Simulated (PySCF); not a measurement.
**Te (tellurium, neutral) across methods**

[Kr] 4d10 5s2 5p3 6s1, high-spin 5S determinant (an excited configuration). Computed with PySCF 2.14 in aug-cc-pVQZ-DK3 (9s8p6d3f2g, 102 functions), with scalar relativity by spin-free X2C-1e.

```json
{"method": "PBE0", "E (hartree)": "-6792.92", "mean ε 5s β (eV)": "-18.140", "mean ε 5p α (eV)": "-11.005", "mean ε 6s α (eV)": "-2.319", "Σ⟨r²⟩ (bohr²)": "87.82", "⟨S²⟩": "6.001"}
{"method": "PBE", "E (hartree)": "-6792.84", "mean ε 5s β (eV)": "-17.129", "mean ε 5p α (eV)": "-9.727", "mean ε 6s α (eV)": "-1.940", "Σ⟨r²⟩ (bohr²)": "87.37", "⟨S²⟩": "6.001"}
{"method": "UHF", "E (hartree)": "-6790.42374", "mean ε 5s β (eV)": "-19.800", "mean ε 5p α (eV)": "-14.087", "mean ε 6s α (eV)": "-3.141", "Σ⟨r²⟩ (bohr²)": "89.88", "⟨S²⟩": "6.002"}
{"method": "r2SCAN", "E (hartree)": "-6793.26", "mean ε 5s β (eV)": "-17.177", "mean ε 5p α (eV)": "-10.286", "mean ε 6s α (eV)": "-1.941", "Σ⟨r²⟩ (bohr²)": "88.57", "⟨S²⟩": "6.001"}
```

Q: Estimate the same row for LDA.

A: E (hartree) = -6786.88; mean ε 5s β (eV) = -17.592; mean ε 5p α (eV) = -9.786; mean ε 6s α (eV) = -2.073; Σ⟨r²⟩ (bohr²) = 86.53; ⟨S²⟩ = 6.001.

The outer electron is Rydberg-like, and this basis confines it to a smaller radius and binds it less than a complete one would.
